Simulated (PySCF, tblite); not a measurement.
Isomers of C4H9ClOSi, one GFN2-xTB conformer each. Single-point energies are computed at PBE0/pcSseg-1 (PySCF, gas phase, no added dispersion term), electronic only.

```csv
SMILES,GFN2-xTB relative energy (kJ/mol)
C[C@@H](Cl)/C=C\O[SiH3],159.4
[SiH3]OCC1(Cl)CC1,168.8
C[C@@H]1CO[Si@H](Cl)C1,0.0
ClC[C@@H]1CC[SiH2]O1,116.4
CC/C(=C\Cl)O[SiH3],144.3
CO/C(=C/Cl)C[SiH3],317.7
```

Conformers: `[CH3:1][C@@H:2]([Cl:3])/[CH:4]=[CH:5]\[O:6][SiH3:7]` with C1–C2–C4–C5 132°, C4–C5–O6–Si7 176°; `[SiH3:1][O:2][CH2:3][C:4]1([Cl:5])[CH2:6][CH2:7]1` with Si1–O2–C3–C4 180°, O2–C3–C4–Cl5 180°; `[CH3:1][C@@H:2]1[CH2:3][O:4][Si@H:5]([Cl:6])[CH2:7]1` with C1–C2–C3–O4 -81°, C2–C3–O4–Si5 -30°, C3–O4–Si5–Cl6 130°, O4–Si5–C7–C2 14°; `[Cl:1][CH2:2][C@@H:3]1[CH2:4][CH2:5][SiH2:6][O:7]1` with Cl1–C2–C3–C4 -65°, C2–C3–C4–C5 -156°, C3–C4–C5–Si6 33°, C4–C5–Si6–O7 -19°, C5–Si6–O7–C3 -2°; `[CH3:1][CH2:2]/[C:3](=[CH:4]\[Cl:5])[O:6][SiH3:7]` with C1–C2–C3–C4 -90°, C2–C3–O6–Si7 11°; `[CH3:1][O:2]/[C:3](=[CH:4]/[Cl:5])[CH2:6][SiH3:7]` with C1–O2–C3–C4 2°, O2–C3–C6–Si7 85°.

Q: What does PBE0/pcSseg-1 give for the same structures?

A: 
| SMILES | PBE0/pcSseg-1 E (Eh) | PBE0/pcSseg-1 (kJ/mol) | GFN2-xTB (kJ/mol) | point group |
| --- | --- | --- | --- | --- |
| C[C@@H]1CO[Si@H](Cl)C1 | -982.24992 | 0.0 | 0.0 | C1 |
| ClC[C@@H]1CC[SiH2]O1 | -982.19119 | 154.2 | 116.4 | C1 |
| C[C@@H](Cl)/C=C\O[SiH3] | -982.15477 | 249.8 | 159.4 | C1 |
| CC/C(=C\Cl)O[SiH3] | -982.14977 | 263.0 | 144.3 | C1 |
| [SiH3]OCC1(Cl)CC1 | -982.14155 | 284.5 | 168.8 | Cs |
| CO/C(=C/Cl)C[SiH3] | -982.11603 | 351.5 | 317.7 | C1 |

Both levels put the same isomer lowest; measured from each level's own lowest isomer, the values differ by up to 118.7 kJ/mol (CC/C(=C\Cl)O[SiH3]: 144.3 against 263.0). As drawn, the lowest has an Si–O bond, which the highest lacks; the highest has a C=C bond outside aromatic rings, which the lowest lacks.

Q: Which frontier levels, dipoles and rotational constants go with these structures?

A: 
| SMILES | HOMO (eV, PBE0/pcSseg-1) | LUMO (eV) | dipole (D) | A, B, C (MHz) |
| --- | --- | --- | --- | --- |
| C[C@@H]1CO[Si@H](Cl)C1 | -8.16 | 0.76 | 2.65 | 3009, 1309, 1187 |
| ClC[C@@H]1CC[SiH2]O1 | -8.08 | 0.36 | 1.92 | 4839, 911.0, 800.8 |
| C[C@@H](Cl)/C=C\O[SiH3] | -6.92 | -0.10 | 3.03 | 3576, 728.9, 676.3 |
| CC/C(=C\Cl)O[SiH3] | -6.47 | 0.09 | 2.27 | 3309, 913.9, 755.6 |
| [SiH3]OCC1(Cl)CC1 | -7.71 | 0.13 | 1.53 | 3938, 861.9, 759.0 |
| CO/C(=C/Cl)C[SiH3] | -6.42 | 0.49 | 2.05 | 1591, 1493, 847.5 |

Q: What happens when harmonic zero-point energies from GFN2-xTB frequencies are added?

A: 
| SMILES | ZPE (kJ/mol) | electronic (kJ/mol) | with ZPE (kJ/mol) |
| --- | --- | --- | --- |
| C[C@@H]1CO[Si@H](Cl)C1 | 329.4 | 0.0 | 0.0 |
| ClC[C@@H]1CC[SiH2]O1 | 320.1 | 154.2 | 144.9 |
| C[C@@H](Cl)/C=C\O[SiH3] | 304.8 | 249.8 | 225.3 |
| CC/C(=C\Cl)O[SiH3] | 306.1 | 263.0 | 239.6 |
| [SiH3]OCC1(Cl)CC1 | 307.7 | 284.5 | 262.8 |
| CO/C(=C/Cl)C[SiH3] | 302.5 | 351.5 | 324.6 |

The zero-point energies span 26.9 kJ/mol. The order is unchanged.
